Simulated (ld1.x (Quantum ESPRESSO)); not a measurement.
What the settings do to the PAW potential of Ge

Base potential:

Ge, PAW, made with ld1.x (Quantum ESPRESSO) 7.5 (PBE, scalar-relativistic). Core [Ar] 3d10, reference 4s2 4p1 (charge +1). Waves: 4s (bound): rcut 1.40, rcutus 1.75 bohr; 4s channel at -0.75 Ry: rcut 1.40, rcutus 1.75 bohr; 4p (bound): rcut 1.90, rcutus 2.10 bohr; 4p channel at -0.5 Ry: rcut 1.90, rcutus 2.10 bohr. Local part: all-electron potential smoothed inside 1.50 bohr (lloc = -2). Core correction: a·sin(br)/r model core inside 1.40 bohr. Augmentation charge: PSQ, inside the norm-conserving radii.

All-electron outer shells of the reference configuration (PBE, scalar-relativistic, ld1.x):

| shell | level (eV) | outermost node (bohr) | outermost maximum (bohr) |
| --- | --- | --- | --- |
| 4s | -19.86 | 0.77 | 1.71 |
| 4p | -11.24 | 0.82 | 2.08 |

Cutoffs, loose and tight: the cutoffs (Ry, on a coarse ladder) from which the occupation-weighted sum of valence levels, in a spherical-Bessel basis at the reference potential, stays within 10 and 1 mRy of its value at 400 Ry. They do not see the model core or the augmentation charge, which bear on the density cutoff. Test errors are all-electron minus pseudo excitation energies from the reference, over the configurations 4s2 4p2; 4s2 4p0; 4s1 4p0; 4s2 4p2.3; 4s1 4p3; 4s0 4p4; 4s2 4p1.5. A dash means not determined; rows that change the core or the reference have their own tests. The largest error is taken over the tests solved by every variant that gives reliable tests at all: 4s0 4p4; 4s1 4p3; 4s2 4p0; 4s2 4p1.5; 4s2 4p2; 4s2 4p2.3.

| change | outcome | cutoff, loose | cutoff, tight | bound ghosts | largest test error (meV) |
| --- | --- | --- | --- | --- | --- |
| base | generated | 10 Ry | 15 Ry | none | -26 |
| core correction a·sin(br)/r model core inside 0.66 bohr | generated | 10 Ry | 15 Ry | none | -26 |
| core correction a·sin(br)/r model core inside 0.88 bohr | generated | 10 Ry | 15 Ry | none | -26 |
| core correction a·sin(br)/r model core inside 1.06 bohr | generated | 10 Ry | 15 Ry | none | -26 |
| core correction a·sin(br)/r model core inside 1.24 bohr | generated | 10 Ry | 15 Ry | none | -26 |
| core correction a·sin(br)/r model core inside 1.36 bohr | generated | 10 Ry | 15 Ry | none | -26 |
| core correction a·sin(br)/r model core inside 1.54 bohr | generated | 10 Ry | 15 Ry | none | -26 |
| core correction a·sin(br)/r model core inside 1.74 bohr | generated | 10 Ry | 15 Ry | none | -26 |
| core correction a·sin(br)/r model core inside 1.98 bohr | generated | 10 Ry | 15 Ry | none | -26 |
| core correction a·sin(br)/r model core inside 2.14 bohr | generated | 10 Ry | 15 Ry | none | -26 |

**Question.** What comes out with this change to the base: core correction a·sin(br)/r model core, default radius (ld1.x builds one for every PAW set, though the input has nlcc=.false.)?

**Answer.** outcome: generated; cutoff, loose: 10 Ry; cutoff, tight: 15 Ry; bound ghosts: none; largest test error (meV): -8.3.
